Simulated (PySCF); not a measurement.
CH6BGe, CH7B2Ge (calculated)

Computed with PySCF 2.14.0. Calculation on a computer-drawn molecule: the log of a Hartree-Fock and frozen-core CCSD(T) single point meant for a local Hartree-Fock minimum, with one planted fault or none, to be diagnosed. Offsets are logged minus clean, where the clean run is the same molecule without the fault. The reference is restricted for singlets and unrestricted otherwise, and also for a bond in bohr or an excited solution. Adding or removing an electron swaps singlet and doublet. The excited solution moves the top pair (singlet) or top alpha electron (doublet) to the lowest empty orbital. Highest occupied and lowest empty are orbital energies over both spins, largest force is the largest gradient component, triples share is (T) over the correlation energy, the T1 limit is 0.02 restricted and 0.045 unrestricted, electrons count all cores, a negative frequency is imaginary (commonest isotopes), and the dipole is about the centre of nuclear charge; on germanium a core potential holds 10 electrons, which the energies leave out, and 3d is frozen in MP2 and coupled-cluster steps.

Common to all runs: meant multiplicity 1; logged SCF converged yes; logged CC converged yes; logged SCF stable within its kind yes; possible faults no fault, one electron removed, one electron added, multiplicity raised by two, geometry at a saddle point, SCF held on an excited solution, minimal basis STO-3G, one bond length entered in bohr, all coordinates scaled.

```yaml
- entry: 1
  formula: CH6BGe
  logged_structure:
    atoms_angstrom:
      - [B, -2.1686, 0.594, 1.7897]
      - [Ge, -1.0131, 2.1726, 1.7715]
      - [C, 0.7139, 2.2009, 0.7392]
      - [H, -1.7011, -0.5135, 1.6308]
      - [H, -3.3025, 0.6669, 2.2079]
      - [H, -1.6197, 3.5994, 1.6087]
      - [H, 1.1339, 1.1918, 0.7189]
      - [H, 0.5748, 2.5324, -0.2934]
      - [H, 1.4462, 2.8605, 1.2117]
  given:
    meant_charge: -1
    meant_basis: aug-cc-pVDZ
    meant_basis_and_core_potential_on_germanium: "aug-cc-pVDZ-PP ECP10MDF"
    logged_electrons: 50
    logged_basis_functions: 132
    logged_spin_squared: 2.0119
    "logged_highest_occupied [eV]": 0.14014
    "logged_lowest_empty [eV]": 3.6963
    "logged_largest_force [hartree/bohr]": 0.033413
    logged_T1_diagnostic: 0.019962
    logged_D1_diagnostic: 0.099088
    logged_triples_share: 0.03277
    "logged_dipole_magnitude [debye]": 4.9289
    "logged_energy_HF [hartree]": -359.34685
    "logged_energy_CCSD(T) [hartree]": -359.75715
    drawn_bonds_atom: [1, 2, 1, 1, 2, 3, 3, 3]
    drawn_bonds_other_atom: [2, 3, 4, 5, 6, 7, 8, 9]
    drawn_bonds_order: [1, 1, 1, 1, 1, 1, 1, 1]
  results:
    planted_fault: "multiplicity raised by two"
    "HF_energy_offset_from_clean_run [kcal/mol]": 24.39
    "CCSD(T)_energy_offset_from_clean_run [kcal/mol]": 40.68
  notes: ["highest electron not bound in this basis"]
- entry: 2
  formula: CH6BGe
  logged_structure:
    atoms_angstrom:
      - [B, -2.1686, 0.594, 1.7897]
      - [Ge, -1.0131, 2.1726, 1.7715]
      - [C, 0.7139, 2.2009, 0.7392]
      - [H, -1.7011, -0.5135, 1.6308]
      - [H, -3.3025, 0.6669, 2.2079]
      - [H, -1.6197, 3.5994, 1.6087]
      - [H, 1.1339, 1.1918, 0.7189]
      - [H, 0.5748, 2.5324, -0.2934]
      - [H, 1.4462, 2.8605, 1.2117]
  given:
    meant_charge: -1
    meant_basis: aug-cc-pVDZ
    meant_basis_and_core_potential_on_germanium: "aug-cc-pVDZ-PP ECP10MDF"
    logged_electrons: 49
    logged_basis_functions: 132
    logged_spin_squared: 0.7689
    "logged_highest_occupied [eV]": -8.3362
    "logged_lowest_empty [eV]": 0.21509
    "logged_largest_force [hartree/bohr]": 0.028638
    logged_T1_diagnostic: 0.017998
    logged_D1_diagnostic: 0.083981
    logged_triples_share: 0.030509
    "logged_dipole_magnitude [debye]": 0.91828
    "logged_energy_HF [hartree]": -359.37251
    "logged_energy_CCSD(T) [hartree]": -359.76271
    drawn_bonds_atom: [1, 2, 1, 1, 2, 3, 3, 3]
    drawn_bonds_other_atom: [2, 3, 4, 5, 6, 7, 8, 9]
    drawn_bonds_order: [1, 1, 1, 1, 1, 1, 1, 1]
  results:
    planted_fault: "one electron removed"
    "HF_energy_offset_from_clean_run [kcal/mol]": 8.288
    "CCSD(T)_energy_offset_from_clean_run [kcal/mol]": 37.18
- entry: 3
  formula: CH7B2Ge
  logged_structure:
    atoms_angstrom:
      - [B, 1.5958, -1.6959, 0.766]
      - [Ge, 1.1523, 0.0207, -0.3555]
      - [B, -0.9489, 0.2365, -0.5932]
      - [C, -2.4291, 0.3926, -0.7637]
      - [H, 2.7489, -1.9125, 0.9646]
      - [H, 0.7349, -2.4087, 1.1767]
      - [H, 1.502, 1.3522, 0.3016]
      - [H, 1.6014, -0.0053, -1.8131]
      - [H, -2.8377, -0.4734, -1.2997]
      - [H, -2.9138, 0.4669, 0.218]
      - [H, -2.6442, 1.3024, -1.3383]
  given:
    meant_charge: 1
    meant_basis: cc-pVDZ
    meant_basis_and_core_potential_on_germanium: "cc-pVDZ-PP ECP10MDF"
    logged_electrons: 54
    logged_basis_functions: 100
    logged_spin_squared: 0.0
    "logged_highest_occupied [eV]": -15.824
    "logged_lowest_empty [eV]": -3.9814
    "logged_largest_force [hartree/bohr]": 3.3905e-05
    "logged_lowest_frequency [cm^-1]": 20.626
    logged_T1_diagnostic: 0.014519
    logged_D1_diagnostic: 0.03984
    logged_triples_share: 0.027934
    "logged_dipole_magnitude [debye]": 4.8045
    "logged_energy_HF [hartree]": -384.37803
    "logged_energy_CCSD(T) [hartree]": -384.82444
    drawn_bonds_atom: [1, 2, 3, 1, 1, 2, 2, 4, 4, 4]
    drawn_bonds_other_atom: [2, 3, 4, 5, 6, 7, 8, 9, 10, 11]
    drawn_bonds_order: [1, 1, 1, 1, 1, 1, 1, 1, 1, 1]
  results:
    planted_fault: "no fault"
    "HF_energy_offset_from_clean_run [kcal/mol]": 0.0
    "CCSD(T)_energy_offset_from_clean_run [kcal/mol]": 0.0
```
